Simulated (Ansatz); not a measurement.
Cost and result for the atomization energy of `C[O][GeH]([F])[SH]` (10 atoms, 9 bonds).

```xyz
10

C    -1.494   -0.541    0.208
O    -0.224   -1.162    0.153
Ge    1.222   -0.235   -0.191
F     1.087    0.381   -1.811
S     1.389    1.573    1.065
H    -1.484    0.351    0.844
H    -1.840   -0.258   -0.792
H    -2.195   -1.262    0.630
H     2.391   -1.212   -0.115
H     1.146    2.366    0.007
```

Total charge 0; spin multiplicity 1. Correlated methods include outer-core shells of Ge, which these sets cover unevenly. Scalar relativity is left out up to krypton. Geometry: relaxed with PBE0-D4/def2-TZVP. It is one conformer, not always the lowest. Program: Ansatz. Hardware: A = 2 threads of an AMD EPYC 7R13 on a shared host; B = 2 threads of an AMD EPYC 7R13 on a shared host and a share of an NVIDIA H100 80 GB. Times are those of one run each, without the atoms' runs, and a repeat can differ threefold. Electronic energies, without spin–orbit coupling; frozen cores. CCSD(T)/CBS adds CCSD(T) − MP2 in def2-TZVPP to the MP2 limit, and its time is that of the two runs behind it. T1 = 0.012. With those shells the extrapolation isn't a true limit. B3LYP takes the VWN-RPA correlation (the form of Gaussian; ORCA's B3LYP/G).

CCSD(T)/CBS is a level of theory with its own doubt, some kJ/mol a heavy atom from the limit and from the frozen cores, so smaller differences don't rank the functionals.

| level | functions | wall time | atomization (kcal/mol) | difference from CCSD(T)/CBS | per bond |
| --- | --- | --- | --- | --- | --- |
| PBE-D4/def2-TZVPP (with forces) [A] | 253 | 4.6 s | 840.9 | 10.2 | 1.1 |
| PBE0-D4/def2-TZVPP [A] | 253 | 7 s | 822.0 | -8.7 | -1.0 |
| r2SCAN-D4/def2-TZVPP (with forces) [A] | 253 | 8 s | 830.5 | -0.2 | 0.0 |
| B3LYP-D4/def2-TZVPP (with forces) [A] | 253 | 10 s | 821.6 | -9.1 | -1.0 |
| B2PLYP/def2-TZVPP [A] | 253 | 12 s | 816.2 | -14.5 | -1.6 |
| ωB97X-V/def2-TZVPP [A] | 253 | 14 s | 832.3 | 1.6 | 0.2 |
| MP2/def2-QZVPP [B] | 480 | 20 s | 838.4 | 7.7 | 0.9 |
| ωB97M-V/def2-TZVPP (with forces) [A] | 253 | 21 s | 827.8 | -2.9 | -0.3 |
| CCSD(T)/def2-TZVPP [B] | 253 | 26 s | 809.5 | -21.2 | -2.4 |
| CCSD(T)/CBS(def2) | – | 46 s | 830.7 | 0.0 | 0.0 |

In def2-TZVPP, CCSD(T) changes the Hartree–Fock value by +226.5 kcal/mol (the triples alone add +14.2 kcal/mol) and MP2 by +242.8 kcal/mol; breaking electron pairs costs correlation energy, which Hartree–Fock lacks. From PBE to PBE0 (25 % exact exchange), in def2-TZVPP and without D4, the atomization energy moves by −18.1 kcal/mol: exact exchange takes away binding that semilocal exchange gives to molecules. The D4 term adds +8.4 kcal/mol with B3LYP and +4.4 kcal/mol with PBE0; it sums over pairs of atoms, weighted by their polarisabilities, and B3LYP, whose exchange is more repulsive, gets the larger term.
